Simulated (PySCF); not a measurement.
Sn(H)2(OH)(NH2), H₅NOSn, SMILES [NH2][SnH2][OH], singlet, B3LYP/def2-SVP optimised geometry.

```
8

Sn    -0.50    -0.78     0.00
N     -1.13    -1.77    -1.68
O     -1.17    -1.82     1.58
H     -1.22     0.78     0.00
H      1.22    -0.78     0.00
H     -0.76    -2.71    -1.74
H     -2.15    -1.84    -1.73
H     -0.98    -1.39     2.43
```

Density from B3LYP/def2-TZVP, def2 effective core potentials past Kr run with PySCF at that geometry. The core electrons that the potentials of Sn replace are not part of the density.

Minimum of the electron density along straight lines between bonded atoms, close to the bond critical point (lines longer than 1.1 times the sum of covalent radii, or with two minima, are not listed):

```tsv
bond	length / Å	ρ at the minimum / e bohr⁻³	∇²ρ there / e bohr⁻⁵	position (fraction from the first atom)
Sn1–N2	2.041	0.115	0.31	0.51
Sn1–O3	2.010	0.111	0.42	0.51
Sn1–H4	1.721	0.112	0.07	0.63
Sn1–H5	1.721	0.112	0.07	0.63
N2–H6	1.021	0.328	-1.50	0.73
N2–H7	1.021	0.328	-1.50	0.73
O3–H8	0.967	0.353	-2.28	0.80
```
